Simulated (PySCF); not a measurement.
Two species compared at the same levels of theory.

First species: C2H7ClOSi.
Cartesian coordinates in Å at the GFN2-xTB level; atoms count from 1:
```
atom  x, y, z in Å
Si1   -1.768   -0.100    0.620
O2    -0.701    0.718   -0.297
C3     0.554    0.372   -0.770
C4     1.539    0.001    0.329
Cl5    1.177   -1.617    0.975
H6    -1.994   -1.451    0.106
H7    -2.903    0.792    0.442
H8    -1.341   -0.178    2.018
H9     0.948    1.246   -1.303
H10    0.471   -0.462   -1.480
H11    2.557   -0.026   -0.059
H12    1.463    0.704    1.158
```

Second species: n-BuOEt, C6H14O.
Atom-mapped SMILES: `[CH3:1][CH2:2][CH2:3][CH2:4][O:5][CH2:6][CH3:7]` (hydrogens: H8, H9, H10 on C1; H11, H12 on C2; H13, H14 on C3; H15, H16 on C4; H17, H18 on C6; H19, H20, H21 on C7)

Levels: PBE0/pcSseg-1 for dipole moment, HOMO energy, LUMO energy and HOMO–LUMO gap; GFN2-xTB for rotational constant A and rotational constant C. Geometries: GFN2-xTB. Each species is one conformer at its optimised geometry, gas phase, non-relativistic unless stated. Electronic properties by PySCF.

The conformers computed, where there is a choice (atom-mapped SMILES and torsion angles):
- `[SiH3:1][O:2][CH2:3][CH2:4][Cl:5]`: Si1–O2–C3–C4 -57°, O2–C3–C4–Cl5 75°
- `[CH3:1][CH2:2][CH2:3][CH2:4][O:5][CH2:6][CH3:7]`: C1–C2–C3–C4 -177°, C2–C3–C4–O5 66°, C3–C4–O5–C6 -179°, C4–O5–C6–C7 178°

```tsv
property	column X	column Y
dipole moment	1.13 D	1.69 D
HOMO energy	-7.26 eV	-8.12 eV
LUMO energy	1.61 eV	0.55 eV
HOMO–LUMO gap	8.87 eV	8.67 eV
rotational constant A	6.208 GHz	4.815 GHz
rotational constant C	0.920 GHz	1.553 GHz
```

Task: Which column belongs to which species?

Result: Column X is the second species and column Y the first. The first has 12 atoms and 58 electrons, the second 21 and 58.

Task: How does each property change from the first species to the second?

Result: dipole moment -0.56 D; HOMO energy +0.86 eV; LUMO energy +1.06 eV; HOMO–LUMO gap +0.20 eV; rotational constant A +1.393 GHz; rotational constant C -0.633 GHz.

On the first: A dipole of 1.69 D is allowed in C1, and pure rotational transitions are dipole-allowed. The dipole matches unit charges of opposite sign 0.35 Å apart (1 e·Å = 4.8032 D).

On the second: The dipole matches unit charges of opposite sign 0.23 Å apart (1 e·Å = 4.8032 D).
